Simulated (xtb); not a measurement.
cyclopentanone (C5H8O), singlet, geometry from GFN2-xTB. Base run: GFN0-xTB run with xtb.

Geometry (Å):
```xyz
14

O      0.8754     1.8988    -0.3573
C      0.3796     0.8234    -0.1549
C      1.1282    -0.4806     0.0288
C      0.0603    -1.5679    -0.0475
C     -1.1916    -0.8860     0.5092
C     -1.1030     0.5353    -0.0391
H      1.9258    -0.5850    -0.7054
H      1.5913    -0.4529     1.0183
H      0.3303    -2.4609     0.5138
H     -0.1050    -1.8541    -1.0876
H     -1.1495    -0.8669     1.5996
H     -2.1074    -1.3939     0.2115
H     -1.5254     0.5958    -1.0452
H     -1.6040     1.2830     0.5740
```
All else is at xtb's defaults.
Base energy -18.27468 Eh.

Each row names what was changed in the base input (with any setting that the change needs).

```tsv
change	ΔE vs base (mEh)	HOMO-LUMO gap (eV)
base	0.000	3.65
etemp = 10	0.000	3.65
etemp = 1000	0.000	3.65
acc = 0.1	0.000	3.65
acc = 1000	0.000	3.65
```
